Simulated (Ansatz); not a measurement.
Reaction (ligand exchange at a B–S bond): `OB(F)[S][SnH3]` + `[SiH3]S` → `OB(F)S[SiH3]` + `[SH][SnH3]`

Computed with Ansatz on PBE0-D4/def2-TZVP structures; ΔE is electronic, products minus reactants. CCSD(T)/CBS adds triple-zeta CCSD(T) − MP2 to the extrapolated MP2 energy (def2 sets, frozen cores). DFT in def2-TZVPP. def2 core potentials past Kr. For Sn outer-core shells are correlated without core-valence functions, which leaves a few kJ/mol of doubt a bond. Each species was taken in one conformer, which may not be the lowest.

`OB(F)[S][SnH3]`:

```xyz
9

O     0.732   -1.144    1.462
B    -0.193   -0.213    1.769
F    -0.552   -0.132    3.044
S    -1.039    0.976    0.667
Sn   -0.141    0.513   -1.513
H     0.980   -1.185    0.534
H    -1.412    0.019   -2.529
H     0.622    1.919   -2.091
H     1.004   -0.753   -1.343
```

`[SiH3]S`:

Cartesian coordinates in Å:
```
Si -0.271 0.258 0.372
S 1.398 -0.202 -0.881
H -1.461 0.650 -0.424
H 0.181 1.400 1.202
H -0.634 -0.889 1.243
H 0.786 -1.218 -1.512
```

`OB(F)S[SiH3]`:

Z-matrix (Å, degrees):
```
Si
S 1 2.149
H 1 1.483 2 104.4
H 1 1.481 2 111.2 3 -118.4
H 1 1.482 2 111.1 3 118.3
B 2 1.810 1 99.0 3 180.0
F 6 1.333 2 118.2 1 -180.0
O 6 1.353 2 121.7 1 -0.0
H 8 0.962 6 113.4 2 -180.0
```

`[SH][SnH3]`:

Cartesian coordinates in Å:
```
S 1.632 -0.660 0.608
Sn -0.428 0.414 -0.019
H 1.409 -1.741 -0.157
H -1.743 -0.579 0.420
H -0.436 0.690 -1.702
H -0.435 1.876 0.850
```

```csv
level,ΔE (kcal/mol)
r2SCAN-D4,-1.5
HF/def2-QZVPP,-3.3
```

(1) What does CCSD(T)/CBS give? (Best estimate.)

Largest T1 diagnostic among the species: 0.013.

Results:

(1) Ansatz gave: -1.4 kcal/mol. The listed levels differ from it by -0.1, -1.9 kcal/mol.

In def2-TZVPP, CCSD(T) changes the Hartree–Fock value by +1.6 kcal/mol (the triples alone add +0.3 kcal/mol) and MP2 by +1.6 kcal/mol.

CCSD(T)/CBS has its own doubt, a few kJ/mol and more with outer-core shells, so smaller differences from it don't rank the levels.
